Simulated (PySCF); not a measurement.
## Radial density of Zr³⁸⁺ (zirconium, charge +38)

M06-L, 1s2, closed-shell 1S. All numbers are calculated (PySCF 2.14, the non-relativistic Hamiltonian (point nucleus), in an uncontracted even-tempered set (15 s from 62 bohr⁻², ratio 2.2; 7 p from 95 bohr⁻², ratio 2.4; 4 d from 280 bohr⁻², ratio 2.4; 3 f from 430 bohr⁻², ratio 2.4; 3 g from 640 bohr⁻², ratio 2.4)).

```tsv
r (bohr)	4πr²ρ (e/bohr)
0.000652	0.2032
0.00110	0.5548
0.00185	1.479
0.00310	3.785
0.00522	9.046
0.00878	19.27
0.0148	33.79
0.0249	42.86
0.0418	31.59
0.0703	9.361
0.118	0.5959
0.199	0.002974
```

A non-relativistic calculation at this Z misses sizeable relativistic shifts.
